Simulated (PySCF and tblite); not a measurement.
Results of a calculation; reference values are marked as such.
System: C₆H₈NOS (charge -1), numbered as in [CH3:1][N:2]([CH3:3])[c:4]1[cH:5][cH:6][c:7]([O-:8])[s:9]1.

Motion: rotation about the C4–N2 bond (torsion C5–C4–N2–C1 from -117° to 11°, rising). GFN2-xTB gives an electronic barrier of 3.6 kcal/mol and a reaction energy of 2.9 kcal/mol.

The ion is treated without a counter-ion.

PBE0/pcSseg-1 + D3(BJ) on GFN2-xTB geometries gives 4.8 kcal/mol and k(298 K) = 1.6×10⁹ s⁻¹.

What does PBE0/pcSseg-1 + D3(BJ), IEF-PCM dichloromethane give on GFN2-xTB geometries?

A barrier of 3.4 kcal/mol, 1.3 below the first DFT barrier (from unrounded values), a reaction energy of 1.6 kcal/mol and, with GFN2-xTB thermal terms, ΔG‡(298 K) = 4.0 kcal/mol and k = 1.5×10¹⁰ s⁻¹ (2 equivalent paths).

Programs: tblite and PySCF.
